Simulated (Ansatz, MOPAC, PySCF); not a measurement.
Pair of molecules: GaH3O (SMILES [OH][GaH2]) (first 5 atoms) with H2O (SMILES O); geometry from B3LYP-D3(BJ)/def2-TZVP, rigid monomers moved along the line of their centres of mass till H3···O6 is 1.75 Å.
(charge 0, multiplicity 1):
```xyz
8

O     -0.448    -0.982     1.028
Ga     0.386    -0.383    -0.438
H     -0.363    -0.403     1.802
H      0.240    -1.322    -1.677
H      1.160     0.977    -0.362
O     -0.288     0.547     3.269
H      0.086    -0.009     3.962
H     -1.193     0.732     3.544
```

Interaction energies are E(AB) − E(A) − E(B) at the monomers' geometry in the complex; basis-set methods are counterpoise corrected. Rows marked so take none.

Rows in 3-21G carry no dispersion term and start afresh at each structure; the Pople sets are all-electron and without relativity. The state that AM1, PM3 reach isn't checked.

The values were computed with Ansatz (a first-principles code); MOPAC for AM1, PM3 (differences of heats of formation); PySCF for 3-21G rows, the dispersion terms. 

Q: One of these levels gives 0.54 kcal/mol for the interaction energy. Name it.
A. HF/3-21G (no counterpoise)
B. PBE-D4/def2-TZVPPD
C. AM1
D. PM3

A: C, AM1. The others give -5.54 (PM3), -10.64 (HF/3-21G (no counterpoise)), -4.72 (PBE-D4/def2-TZVPPD)
